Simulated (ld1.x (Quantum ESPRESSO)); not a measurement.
## Pseudopotential generation for tellurium (Te): TM, PBE, fully relativistic.

* Element: tellurium
* Generator: ld1.x (Quantum ESPRESSO) 7.5
* Type: norm-conserving Troullier–Martins (Kleinman–Bylander form)
* Functional: PBE
* Relativity: fully relativistic
* Frozen core: [Ar] 3d10 4s2
* Valence charge: 22
* Reference configuration: 4p6 4d10 5s2 5p4
* Partial waves: 5s (bound): rc 1.50 bohr; 4p (bound): rc 1.20 bohr; 4d (bound): rc 0.85 bohr
* Local potential: all-electron potential smoothed inside 0.95 bohr (lloc = -2)
* Core correction: none

Open shells are filled in proportion to 2j + 1 (rel_dist='average').

Occupied shells without a wave of their own: 5p. They enter only through the test configuration that unscreens the potential.

Q: Estimate the cutoffs (Ry, on a coarse ladder) from which the occupation-weighted sum of valence levels, in a spherical-Bessel basis at the reference potential, stays within 10 and 1 mRy of its value at 400 Ry.

A: 160 Ry and 300 Ry.

Q: What does a ghost test show?

A: Ghost state, extra bound levels that the all-electron valence spectrum of the same l lacks: s at -145.7 eV. A true bound ghost makes a file unfit for plane-wave use.

Q: Which valence shell sets the plane-wave cutoff?

A: 4d: its level needs 160 Ry to come within 1 mRy, against 100 Ry for 4p.

Q: Tests: 4p6 4d10 5s2 5p3; 4p6 4d10 5s2 5p2; 4p6 4d10 5s2 5p1; 4p6 4d10 5s2 5p3.5; 4p6 4d9 5s2 5p5; 4p6 4d10 5s1 5p4; 4p6 4d10 5s2 5p0. Which has the largest error in its energy relative to the reference configuration, and how large is it?

A: 4p6 4d10 5s2 5p0, with -1306 meV (all-electron minus pseudo) on +91.14 eV.
